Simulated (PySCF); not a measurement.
**Polarisability and C₆ of Tl³⁺ (thallium, charge +3)**

[Xe] 4f14 5d10, closed-shell 1S. All numbers are calculated (PySCF 2.14, scalar relativity by spin-free X2C-1e, in aug-cc-pVQZ-DK3 (10s9p7d4f2g, 118 functions)). Coupled (time-dependent) response in atomic units; α is the mean over directions.

```csv
method,mean α (bohr³),C₆ (like pair),S(−4)
UHF,4.722,24.69,3.179
```

S(−4) is the Cauchy moment in α(ω) = α(0) + S(−4) ω² + …

α(iu) at UHF:

| u (hartree) | α(iu) (bohr³) |
| --- | --- |
| 0 | 4.722 |
| 0.0500 | 4.715 |
| 0.100 | 4.691 |
| 0.200 | 4.601 |
| 0.300 | 4.462 |
| 0.500 | 4.094 |
| 0.750 | 3.583 |
| 1.00 | 3.102 |
| 1.50 | 2.322 |
| 2.00 | 1.762 |
| 3.00 | 1.075 |
| 5.00 | 0.4936 |

For an ion, C₆ is the dispersion term alone; charge-induced terms of lower order in 1/R come first.

Spin-orbit coupling, which splits the p, d and f shells strongly at this Z, is absent.
